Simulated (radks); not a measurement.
Values are calculated unless marked as measured or tabulated.
The mean radii <r> (bohr) of the occupied orbitals of an atom or ion are listed with their occupations. Code: a radial shooting solver on a logarithmic mesh with Libxc functionals. Model: Dirac Kohn-Sham, LDA (Slater exchange, Perdew-Wang correlation), spin-unpolarised, spherical densities, point nucleus.

| orbital | occ. | <r> |
|---|---|---|
| 1s1/2 | 2 | 0.05855 |
| 2s1/2 | 2 | 0.2674 |
| 2p1/2 | 2 | 0.2338 |
| 2p3/2 | 4 | 0.2368 |
| 3s1/2 | 2 | 0.8065 |
| 3p1/2 | 2 | 0.8417 |
| 3p3/2 | 4 | 0.8508 |
| 3d3/2 | 4 | 1.015 |
| 3d5/2 | 1 | 1.019 |
| 4p1/2 | 2 | 3.030 |

Name the element and its charge. Open shells, if any, fill j = l - 1/2 first.

Answer. Z = 26, iron, charge +1: Fe+ in [Ar] 3d5 4p2. The 1s radius gives Z: for a bare nucleus <r> = (2 gamma + 1)/(2Z) with gamma = sqrt(1 - (Z/c)^2), 0.05699 bohr for Z = 26, and screening makes it slightly larger (0.05855 here). The occupations add up to 25, and the charge is Z minus that.
